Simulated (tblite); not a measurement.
Run record: tight-binding relaxation, `CS(=O)(=O)c1ncc(Br)s1`.

Computed with GFN2-xTB geometry optimisation, gas phase (tblite 0.8.0). Start geometry: from a force field or distance geometry. A driver script takes a list of jobs; this job's settings line and coordinates (Å) are shown.

Input:
```
{"job": {"kind": "relax", "xc": "GFN2-xTB", "basis": "xTB"}, "charge": 0, "multiplicity": 1}
C     -2.196800     0.820400     0.413200
S     -1.507600    -0.558900    -0.446500
O     -1.739300    -0.413500    -1.854600
O     -1.855000    -1.767300     0.270800
C      0.236400    -0.344900    -0.202700
N      0.808100     0.646200     0.448000
C      2.186500     0.469500     0.399500
C      2.607200    -0.642100    -0.282900
Br     4.424300    -1.161300    -0.522600
S      1.273100    -1.513000    -0.900600
H     -3.294800     0.758900     0.318700
H     -1.851900     1.742600    -0.045900
H     -1.928200     0.779500     1.477600
H      2.837200     1.183400     0.890900
```

Output:
```
step      E/eV     max force
  0    -875.68779    2.356
  1    -875.80223    0.769
  2    -875.82845    0.497
  3    -875.84237    0.281
  4    -875.84956    0.190
  5    -875.85176    0.123
  6    -875.85296    0.092
  7    -875.85410    0.114
  8    -875.85512    0.109
  9    -875.85599    0.080
... (21 lines left out)
 31    -875.86030    0.030
 32    -875.86044    0.034
 33    -875.86053    0.027
 34    -875.86059    0.017
 35    -875.86064    0.017
 36    -875.86067    0.016
 37    -875.86069    0.014
 38    -875.86071    0.011
 39    -875.86072    0.010
 40    -875.86073    0.008
```

«max force» is the largest atomic force in eV/Å.

Q: From which step on does the largest force stay under 0.1 eV/Å, and how much energy is left to gain from there?

A: From step 9 (0.080 eV/Å), 4.7 meV above the end.

In short: energy lowered by 4.0 kcal/mol over 40 steps; largest atomic force 0.008 eV/Å at the end.

The run took 0.38 s on an Arm Neoverse V1 with one thread, on a shared host.
Labels such as C1 count atoms from 1, the log's own numbers from 0.
